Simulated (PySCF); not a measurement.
Calculation: PySCF with CAM-B3LYP-D3(BJ)/def2-TZVP. Isolated molecules, 0 K electronic values unless said otherwise. 

Reference species (SMILES): `[Cl][GeH2][Cl]` (neutral, multiplicity 1).

```json
{
 "HOMO–LUMO gap": "10.71 eV",
 "HOMO": "-10.38 eV"
}
```

Changed species: `[GeH4]` (4 of 4 Cl replaced by H; the reference has 2 of 4 Cl replaced by H).

What does the change do to the HOMO–LUMO gap and HOMO?

the HOMO–LUMO gap rises by 2.35 eV, to 13.06 eV; the HOMO drops by 0.70 eV, to -11.08 eV.
